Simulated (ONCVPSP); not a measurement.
**Which setting gave this result? (Ag (Z = 47), ONCV)**

Base potential:

```json
{
  "Element": "silver",
  "Generator": "ONCVPSP 4.0.1",
  "Type": "optimised norm-conserving Vanderbilt (ONCV)",
  "Functional": "LDA (Perdew-Wang 92)",
  "Relativity": "scalar-relativistic",
  "Frozen core": "[Kr]",
  "Valence charge": "11",
  "Reference configuration": "4d10 5s1",
  "Partial waves": "5s: rc 2.65 bohr, ncon 3, nbas 6, qcut 2.7 1/bohr, 3 projectors, debl 3.6 Ha; p scattering state at 0.24 Ha: rc 2.05 bohr, ncon 3, nbas 7, qcut 4.7 1/bohr, 3 projectors, debl 0.4 Ha; 4d: rc 1.20 bohr, ncon 4, nbas 7, qcut 7.7 1/bohr, 2 projectors, debl 3.5 Ha",
  "Local potential": "polynomial inside 0.80 bohr (lpopt 5, dvloc0 -1 Ha)",
  "Core correction": "Teter function, fcfact 4.75, rcfact 1.45"
}
```

Cutoffs, loose and tight: the cutoffs (Ha) at which the residual kinetic energy of the hardest occupied pseudo-wave falls to 1 and 0.1 mHa per electron. They do not see the model core or the augmentation charge, which bear on the density cutoff. Test errors are all-electron minus pseudo excitation energies from the reference, over the configurations 4d10 5s0; 4d9 5s0; 4d8 5s0; 4d10 5s0 5p1; variants that change the core or the reference have their own tests.

Only the d radius is moved:

```
d radius (bohr)  cutoff, loose  cutoff, tight  bound ghosts  largest test error (meV)
            0.8         264 Ha         352 Ha       s, p, d                      -270
           1.04          55 Ha         143 Ha          s, p                      -286
           1.16          42 Ha         112 Ha          s, p                      -286
           1.24          35 Ha          98 Ha          s, p                      -286
           1.34          31 Ha          84 Ha          s, p                      -283
           1.44          29 Ha          71 Ha          s, p                      -278
           1.54          27 Ha          55 Ha          s, p                      -275
           1.62          26 Ha          38 Ha          s, p                      -266
           1.72          25 Ha          30 Ha          s, p                      -256
```

Task: One more run gave cutoff, loose: 174 Ha; cutoff, tight: 216 Ha; bound ghosts: s, p; largest test error (meV): -280. Which value of the d radius was used?

Result: 0.9 bohr. The loose cutoff moves one way along this sweep, from 264 Ha at 0.8 to 25 Ha at 1.72 bohr, which places the run between 0.8 and 1.04 bohr.
